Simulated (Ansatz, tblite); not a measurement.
Isomers of TaSi₆⁺ (singlet), found by a short tight-binding search and relaxed with PBE-D4/def2-SVP in Ansatz.

In the def2 sets Ta takes a core potential; there is no spin–orbit coupling. The xTB rows come from tblite. LC-ωPBE has ω = 0.4 bohr⁻¹.

Run but left out: HF/def2-SVP, HF/def2-TZVP, MP2/def2-SVP, MP2/def2-TZVP, CCSD/def2-SVP, CCSD(T)/def2-SVP (A: restricted singlet, unstable towards broken spin symmetry); B2PLYP/def2-TZVP (A: restricted singlet, unstable in another Hartree–Fock run and untested here).

A further structure is left out (at the level of its geometry, restricted singlet, unstable towards broken spin symmetry at other levels and untested here); at PBE0-D4/def2-TZVP its energy lies 0.92 eV above the lowest shown.

A: The restricted singlet is unstable towards broken spin symmetry in Hartree–Fock (as tested in another run); at PBE-D4/def2-SVP, PBE-D4/def2-TZVP, r2SCAN-D4/def2-TZVP, PBE0-D4/def2-SVP and others this wasn't settled. B: The restricted singlet is unstable towards broken spin symmetry in Hartree–Fock (as tested in another run); at PBE-D4/def2-SVP, PBE-D4/def2-TZVP, r2SCAN-D4/def2-TZVP, PBE0-D4/def2-SVP and others this wasn't settled.

Other spin states weren't relaxed.

A:

```
atom   x (Å)   y (Å)   z (Å)
 Ta1  -0.802   0.524   1.608
 Si2  -0.887  -1.853   0.807
 Si3  -2.052   0.583  -0.568
 Si4   1.383  -0.393   0.915
 Si5   0.413   1.637  -0.232
 Si6   2.065   0.189  -1.413
 Si7  -0.119  -0.687  -1.116
```

B:

```xyz
7

Ta   -1.254   -0.393   -0.838
Si   -1.008    2.073    0.119
Si    0.724   -1.883   -0.529
Si    1.112   -0.127   -2.019
Si   -1.351    0.271    1.566
Si    1.117    0.966    0.113
Si    0.661   -0.908    1.588
```

Estimate which lies lowest at each level, and how far above it the others are (kcal/mol).


```csv
level,A,B
GFN1-xTB,4.1,0.0
GFN2-xTB,9.6,0.0
PBE-D4/def2-SVP,0.0,20.0
PBE-D4/def2-TZVP,0.0,20.2
r2SCAN-D4/def2-TZVP,0.0,21.7
PBE0-D4/def2-SVP,0.0,24.7
PBE0-D4/def2-TZVP,0.0,24.9
LC-ωPBE/def2-TZVP,0.0,33.6
ωB97M-V/def2-TZVP,0.0,30.2
```
Point groups (tolerance 0.1 Å): A Cs, B Cs. Lower isomers may exist.
